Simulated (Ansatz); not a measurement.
CH$_{6}$BFOSi, SMILES `OCB[SiH2]F`. Charge 0, multiplicity 1.

| atom | x (Å) | y (Å) | z (Å) |
| --- | --- | --- | --- |
| O1 | -0.210 | 0.045 | -2.549 |
| C2 | -0.421 | 0.133 | -1.206 |
| B3 | 0.526 | -0.249 | -0.120 |
| Si4 | -0.061 | -0.143 | 1.787 |
| F5 | -1.572 | 0.418 | 1.865 |
| H6 | 0.628 | -0.405 | -2.699 |
| H7 | -1.454 | 0.417 | -1.011 |
| H8 | 0.202 | 1.073 | -0.682 |
| H9 | 1.646 | -0.550 | -0.435 |
| H10 | -0.055 | -1.494 | 2.414 |
| H11 | 0.770 | 0.754 | 2.635 |

Q: Give the diagnostics of a CCSD(T)/def2-TZVPP run (frozen core, Ansatz). (An estimate is asked.)

A: The calculation gave: T1 = 0.0128, largest single amplitude 0.015, largest double 0.025, (T) share of the correlation energy 3.4 %, 10 CCSD cycles. The RHF solution is stable towards an unrestricted one. T1 lies under the customary mark of 0.02 for closed shells.
